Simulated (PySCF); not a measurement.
How methods differ on the ionisation energy of Rh²⁺

Rh²⁺ [Kr] 4d7 (4F) → Rh³⁺ [Kr] 4d6 (5D), as a difference of total energies. Computed with PySCF 2.14 in def2-SVP with the def2 core potential (28 electrons) (5s3p2d1f, 31 functions), with a scalar-relativistic core potential. Correlated levels: valence: 4s2 4p6 frozen. The calculations carry no spin-orbit coupling.

| method | ionisation energy (eV) |
| --- | --- |
| UHF | 30.059 |
| M06-L | 31.726 |
| MN15 | 31.394 |
| MP2 (valence) | 30.741 |
| SCS-MP2 (valence) | 30.831 |

Q: How much does correlation contribute at MP2 (valence)?

A: 30.741 − (30.059) = 0.682 eV, measured against UHF.

The reference lies between the lowest fine-structure levels, while these numbers refer to the centres of the terms.

Errors of the correlated levels include the incompleteness of this basis and the frozen core.

For comparison: 31.06 eV (semi-empirical (NIST evaluation); NIST Atomic Spectra Database, ionization energies).
